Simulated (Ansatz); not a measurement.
Reaction (ligand exchange at the Si–C bond): `C=C(Cl)[SiH2]S` + `[SiH3]S` → `[SiH3]S[SiH2]S` + `C=CCl`

Calculated with Ansatz (gas phase, PBE0-D4/def2-TZVP geometries, no zero-point term in ΔE). CCSD(T)/CBS is the MP2 limit (def2-TZVPP, def2-QZVPP) plus CCSD(T) − MP2 in def2-TZVPP, frozen cores. This one scheme is used for every species. Functionals use def2-TZVPP. One conformer a species, not always the lowest.

| level | ΔE (kJ/mol) |
| --- | --- |
| PBE-D4 | -64.1 |
| ωB97X-V | -60.5 |
| PBE0 | -63.7 |
| HF/def2-TZVPP | -56.9 |
| MP2/def2-TZVPP | -61.6 |
| CCSD/def2-TZVPP | -57.6 |
| CCSD(T)/def2-TZVPP | -58.3 |
| MP2/def2-QZVPP | -63.4 |

**Question.** What does CCSD(T)/CBS give? (Estimate.)

**Answer.** The calculation gave: -61.5 kJ/mol. The listed levels differ from it by -2.6, 1.0, -2.2, 4.6, -0.1, 3.9, 3.2, -1.9 kJ/mol.

Largest T1 diagnostic among the species: 0.012.

The D4 term adds −3.2 kJ/mol with B3LYP and −1.6 kJ/mol with PBE0; it sums over pairs of atoms, weighted by their polarisabilities, and B3LYP, whose exchange is more repulsive, gets the larger term.

B3LYP here is the variant with VWN-RPA as its local correlation; programs differ in this.
